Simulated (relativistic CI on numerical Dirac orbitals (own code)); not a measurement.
## In²⁶⁺: sensitivity of the levels to the model

Base calculation: Dirac-Coulomb-Breit CI, orbitals from a KLI potential per configuration, QED by a radiative potential, unscaled Slater integrals.

CI space (outside the closed core [Ne]): 3s2 3p6 3d5, 3s2 3p5 3d6, 3s2 3p4 3d7, 3s 3p6 3d6, 3p6 3d7, 3s 3p5 3d7, 3s2 3p6 3d4 4s, 3s2 3p6 3d4 4p, 3s2 3p6 3d4 4d, 3s2 3p4 3d6 4s, 3s2 3p6 3d4 4f, 3s2 3p4 3d6 4p, 3s2 3p5 3d5 4s, 3s2 3p5 3d5 4p, 3s 3p5 3d6 4s, 3s2 3p6 3d3 4s2, 3s 3p5 3d6 4p, 3s2 3p6 3d3 4s 4p, 3s 3p6 3d5 4s, 3s2 3p6 3d4 5p. Levels of other configurations are missing.

Variants: (1) P86 correlation estimate; (2) QED terms removed; (3) non-relativistic limit. Shifts of the energy above 3s2 3p6 3d5 6S_5/2, in cm⁻¹, for the lowest level and the first level of each name with at least 55 % of one term (blank where a level changes its place among those of its configuration and J or its character, or is not in the variant):

```tsv
Level	Base	Δ(1)	Δ(2)	Δ(3)
3s2 3p6 3d5 6S_5/2	0	0	0	0
3s2 3p6 3d5 4G_7/2	128274	-1	-9	+6540
3s2 3p6 3d5 4G_11/2	134755	-4	-40	+59
3s2 3p6 3d5 4G_9/2	144006	-3	-74	-9192
3s2 3p6 3d5 4P_1/2	149363	+5	-66	-5002
3s2 3p6 3d5 4D_7/2	176135	0	-131	-16073
3s2 3p6 3d5 2I_11/2	202595	-8	-156	-4932
3s2 3p6 3d5 4D_1/2	202724	+2	-220	-42662
3s2 3p6 3d5 2I_13/2	223003	-10	-201	-25340
3s2 3p6 3d5 2G_7/2	267447	0	-204	
3s2 3p6 3d5 2S_1/2	304538	+7	-181	-31088
3s2 3p6 3d5 2H_11/2	310757	-4	-399	-78259
3s2 3p6 3d5 2D_5/2	342019	+6	-449	
3s2 3p6 3d5 2P_3/2	429078	+10	-149	-19694
```

At this charge energies of transitions that change n are usually good to better than 1 %, and those within a shell (Δn = 0) to a few per cent. Terms inside the open d or f shell come out 10 to 20 % too wide with unscaled integrals.

Ionisation energy from the two ground configurations alone: base 1412.92 eV; P86 correlation estimate 1414.84 eV. The NIST ASD value (theoretical) is 1413 eV.

LS names give the leading component of a level, which can be under half, so a name can repeat, a term be missing and a line seem to break the LS rules.
